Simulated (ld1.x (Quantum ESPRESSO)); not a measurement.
## Before and after: TM potential for indium (In)

| Property | Result |
| --- | --- |
| Element | In (Z = 49) |
| Generator | ld1.x (Quantum ESPRESSO) 7.5 |
| Type | norm-conserving Troullier–Martins (Kleinman–Bylander form) |
| Functional | PBE |
| Relativity | scalar-relativistic |
| Frozen core | [Kr] 4d10 |
| Valence charge | 3 |
| Reference configuration | 5s2 5p0.5 (charge +0.5) |
| Partial waves | 5s (bound): rc 1.55 bohr; 5p (bound): rc 2.85 bohr; 5d channel at 0.05 Ry: rc 2.30 bohr |
| Local potential | the d channel |
| Core correction | none |

All-electron outer shells of the reference configuration (PBE, scalar-relativistic, ld1.x):

```
shell  level (eV)  outermost node (bohr)  outermost maximum (bohr)
   5s      -11.39                   1.02                      2.13
   5p       -5.31                   1.14                      2.74
```

Change: wave 5d channel at 0.05 Ry: rc 2.30 bohr becomes 5d channel at 2 Ry: rc 2.30 bohr.

Cutoffs: the cutoffs (Ry, on a coarse ladder) from which the occupation-weighted sum of valence levels, in a spherical-Bessel basis at the reference potential, stays within 10 and 1 mRy of its value at 400 Ry; they do not see the model core or the augmentation charge, which bear on the density cutoff. Errors are all-electron minus pseudo energies relative to the spin-unpolarised reference configuration.

What does the change do?

The potential gets neither clearly harder nor softer (35 Ry and 120 Ry → 35 Ry and 120 Ry); both files keep a bound ghost (p, s); of the 7 tests that both files solve, the error grows in 0 and shrinks in 3 by more than 15 % and 0.3 meV (median size 18.7 → 11.6 meV); the range in which the s phases agree widens (upper end 0.1 → 1.3); the range in which the d phases agree widens (upper end 0.2 → 3.4).

| quantity | base | changed |
| --- | --- | --- |
| cutoff, loose | 35 Ry | 35 Ry |
| cutoff, tight | 120 Ry | 120 Ry |
| bound ghosts | s, p | s, p |
| error for 5s2 5p1, meV [ΔE -1.94 eV] | +5.8 | +4.9 |
| error for 5s2 5p0, meV [ΔE 3.42 eV] | +9.2 | +8.2 |
| error for 5s1 5p0, meV [ΔE 22.66 eV] | +107 | +84 |
| error for 5s1 5p1, meV [ΔE 10.02 eV] | +19 | +12 |
| error for 5s1 5p2, meV [ΔE 3.90 eV] | +49 | +49 |
| error for 5s0 5p3, meV [ΔE 10.01 eV] | +195 | +190 |
| error for 5s2 5p1.3, meV [ΔE -2.47 eV] | +11 | +9.6 |
| s: phases at 3.09 bohr within 0.05 rad from the reference energy up to (Ry; the scan ends near 5) | 0.1 | 1.3 |
| p: phases at 3.09 bohr within 0.05 rad from the reference energy up to (Ry; the scan ends near 5) | 2.7 | 2.1 |
| d: phases at 3.09 bohr within 0.05 rad from the reference energy up to (Ry; the scan ends near 5) | 0.2 | 3.4 |

 A true bound ghost makes a file unfit for plane-wave use even where its test errors are small: the radial tests pick states by their node count and pass the ghost by.
